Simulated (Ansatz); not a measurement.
This geometry of a periodic cell of 63 atoms, Si62P (host Si, host structure diamond, dopant P, one Si atom removed), cell charge +1 is a first-order saddle point.

Level of theory: DFT PBE, scalar-relativistic, plane waves, PAW (Ansatz 0.2.0). Settings: PAW set soft_1, cutoff 420 eV, k mesh 1x1x1, gaussian smearing 0.05 eV, no spin polarisation.

```xyz
63
Lattice="10.8600 0.0000 0.0000 0.0000 10.8600 0.0000 0.0000 0.0000 10.8600" Properties=species:S:1:pos:R:3
Si 5.435 0.011 0.002
Si 6.817 1.351 1.364
Si 8.155 2.731 -0.015
Si 9.518 4.081 1.360
Si 8.133 0.000 2.732
Si 9.500 1.366 4.077
Si -0.064 -0.013 -0.055
Si 1.322 1.335 1.335
Si 2.737 2.700 0.038
Si 4.113 3.917 1.516
Si 5.409 5.355 0.090
Si 6.776 6.825 1.354
Si 8.129 8.174 -0.031
Si 9.500 9.473 1.367
Si 2.674 0.009 2.707
Si 5.516 2.542 2.933
Si 6.841 4.111 4.076
Si 8.153 5.477 2.676
Si 9.489 6.810 4.085
P 4.967 0.898 4.742
Si 6.614 1.442 6.570
Si 8.178 2.769 5.426
Si 9.543 4.080 6.830
Si 7.989 0.043 7.991
Si 9.430 1.337 9.419
Si 0.007 5.437 -0.002
Si 1.382 6.760 1.377
Si 2.699 8.150 0.013
Si 4.065 9.543 1.382
Si 0.004 2.714 2.716
Si 1.422 3.995 4.096
Si 2.733 5.383 2.730
Si 4.073 6.773 4.069
Si 5.402 8.188 2.742
Si 6.656 9.641 4.100
Si -0.017 0.000 5.437
Si 1.399 1.333 6.761
Si 2.843 2.588 5.398
Si 4.067 4.060 6.770
Si 5.436 5.428 5.429
Si 6.783 6.797 6.787
Si 8.059 8.218 5.407
Si 9.451 9.523 6.775
Si 2.751 -0.002 8.125
Si 4.083 1.364 9.506
Si 5.418 2.742 8.137
Si 6.799 4.085 9.514
Si 8.150 5.451 8.143
Si 9.508 6.797 9.508
Si 0.016 8.140 2.717
Si 1.372 9.529 4.090
Si 0.016 5.420 5.425
Si 1.352 6.807 6.789
Si 2.736 8.160 5.412
Si 4.066 9.449 6.815
Si 0.034 2.704 8.151
Si 1.384 4.060 9.533
Si 2.685 5.430 8.139
Si 4.059 6.721 9.567
Si 5.403 8.105 8.177
Si 6.769 9.527 9.466
Si -0.031 8.172 8.128
Si 1.360 9.490 9.491
```

Which two structures does it join? (They come from a converged band through this point; their orientation in space is the band's.)

Contacts lost: P20–Si21, P20–Si35, P20–Si55. Contacts made: Si15–P20, Si16–P20, P20–Si38. The atom that moves furthest is P20, by 2.27 Å; four of its nearest neighbours are Si35 2.30, Si55 2.30, Si21 2.30, Si15 3.77 Å at the first end and Si16 2.30, Si38 2.30, Si15 2.30, Si55 3.77 Å at the last.

Initial state:

```xyz
63
Lattice="10.8600 0.0000 0.0000 0.0000 10.8600 0.0000 0.0000 0.0000 10.8600" Properties=species:S:1:pos:R:3
Si 5.430 -0.001 0.008
Si 6.731 1.350 1.414
Si 8.109 2.722 0.012
Si 9.473 4.084 1.352
Si 8.111 0.008 2.762
Si 9.506 1.358 4.077
Si 0.002 -0.001 0.008
Si 1.354 1.397 1.359
Si 2.698 2.733 -0.028
Si 4.036 4.078 1.357
Si 5.433 5.431 0.006
Si 6.769 6.806 1.383
Si 8.151 8.141 0.020
Si 9.487 9.521 1.383
Si 2.736 0.135 2.742
Si 5.308 2.700 2.734
Si 6.731 4.020 4.085
Si 8.110 5.423 2.715
Si 9.510 6.782 4.080
P 5.403 0.030 5.409
Si 6.777 1.265 6.782
Si 8.112 2.674 5.427
Si 9.487 4.053 6.775
Si 8.160 -0.024 8.164
Si 9.510 1.357 9.515
Si -0.006 5.437 -0.002
Si 1.348 6.817 1.351
Si 2.710 8.184 0.014
Si 4.079 9.563 1.418
Si -0.034 2.733 2.703
Si 1.352 4.078 4.040
Si 2.698 5.462 2.702
Si 4.071 6.783 4.077
Si 5.421 8.181 2.763
Si 6.775 9.516 4.173
Si 0.003 -0.001 5.435
Si 1.411 1.349 6.734
Si 2.731 2.696 5.305
Si 4.080 4.018 6.733
Si 5.430 5.427 5.435
Si 6.801 6.766 6.805
Si 8.159 8.132 5.459
Si 9.524 9.489 6.806
Si 2.758 0.008 8.115
Si 4.072 1.358 9.512
Si 5.421 2.673 8.116
Si 6.768 4.054 9.490
Si 8.150 5.415 8.154
Si 9.505 6.784 9.511
Si 0.011 8.182 2.716
Si 1.413 9.563 4.085
Si 0.002 5.431 5.439
Si 1.378 6.806 6.775
Si 2.758 8.180 5.427
Si 4.168 9.515 6.781
Si 0.011 2.720 8.114
Si 1.348 4.084 9.478
Si 2.711 5.422 8.113
Si 4.074 6.783 9.514
Si 5.456 8.131 8.164
Si 6.802 9.490 9.529
Si 0.015 8.141 8.156
Si 1.377 9.522 9.491
```

Final state:

Only the atoms that move by more than 0.05 Å are listed.
```
P20 4.095 1.335 4.095
```

How far does it lie above each of them?

1.29 eV above the first and 1.29 eV above the second. This is the barrier of this one path; another mechanism may lie lower. Limits of this set-up: coarse k mesh, no spin, though dangling bonds at a vacancy may carry it, charged cell in a uniform background, uncorrected.

Run time: 13 min on 4 threads of Arm Neoverse V2 (shared host), peak memory 3.8 GiB.
